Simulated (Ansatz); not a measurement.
## How basis sets differ on CH3BClFO (SMILES BC(O)(F)Cl)

CH3BClFO: 8 atoms, total charge 0, spin state singlet. SMILES: `BC(O)(F)Cl`. Geometry: relaxed at PBE0-D4/def2-TZVP. This is one conformer, not always the lowest.

Quantity: the HOMO–LUMO gap, in eV. The values are calculated.

```
                           level          kind  program  value (eV)  CPU time
                       HF/STO-3G  Hartree–Fock   Ansatz       18.63     2.1 s
                        HF/3-21G  Hartree–Fock   Ansatz       16.15     2.1 s
                     HF/def2-SVP  Hartree–Fock   Ansatz       15.56     8.1 s
HF/6-31+G* (spherical functions)  Hartree–Fock   Ansatz       13.59      12 s
```

The values span 13.59 to 18.63 eV. A Hartree–Fock LUMO above zero doesn't converge with the basis: it sinks as sets grow more diffuse. Orbital gaps aren't excitation energies. Times are those of the runs behind each value, whatever else they computed, on shared processors of several kinds: orders of magnitude only.
